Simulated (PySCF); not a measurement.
# Two-component Hartree-Fock for Cd³⁺ (cadmium, charge +3)

Start: [Kr] 4d9; 4d3/2 filled at m_j = -1/2, +1/2, +3/2; 4d5/2 filled at m_j = -5/2, -3/2, -1/2, +1/2, +3/2, +5/2. Calculated with PySCF 2.14 in x2c-TZVPall-2c: generalised Hartree-Fock with the X2C-1e Hamiltonian and a Gaussian nucleus; one run each with spin-orbit coupling (SO) screened by Boettger's factors, then bare. This is a chosen level, not necessarily the ground level.

```csv
spinor shell,electrons,"ε, screened SO (eV)","ε, bare SO (eV)",weight of nominal j (bare SO),"rms radius, bare SO (bohr)"
1s1/2,2,-26880.2,-26880.0,1.000,0.0348
2s1/2,2,-4109.6,-4109.5,1.000,0.142
2p1/2,2,-3817.8,-3824.1,1.000,0.123
2p3/2,4,-3623.5,-3620.9,1.000,0.128
3s1/2,2,-833.29,-833.30,1.000,0.381
3p1/2,2,-714.98,-716.14,1.000,0.375
3p3/2,4,-679.09,-678.63,1.000,0.387
3d3/2,4,-471.11,-472.26,1.000,0.361
4s1/2,2,-164.16,-164.17,1.000,0.938
4p1/2,2,-122.99,-123.20,0.965,1.00
4p3/2,4,-118.12,-118.05,0.983,1.03
4d3/2,3,-54.693,-54.812,0.887,1.28
4d5/2,6,-53.772,-53.705,0.943,1.30
```

**Question.** Where does 3d5/2 lie, and what is the 3d spin-orbit splitting (bare SO)?

**Answer.** At -463.61 eV, 8.654 eV above 3d3/2.

```csv
quantity,screened SO,bare SO
E (hartree),-5589.71775,-5589.82085
M_J,3/2,3/2
⟨J²⟩,3.753,3.753
⟨L²⟩,6.019,6.021
⟨S²⟩,0.766,0.768
```

Each row is a mean over spinors that exchange with the open shell spreads, by up to 4.810 eV (4p1/2).

Rows whose weight is well below 1 are mixtures of j = l ± 1/2: exchange outweighs spin-orbit coupling there, and the label is only the starting occupation.

Breit and QED terms are absent; they matter most for the inner s and p1/2 levels.

Densities and radii are taken from the X2C orbitals without a picture-change correction, which distorts them close to the nucleus.
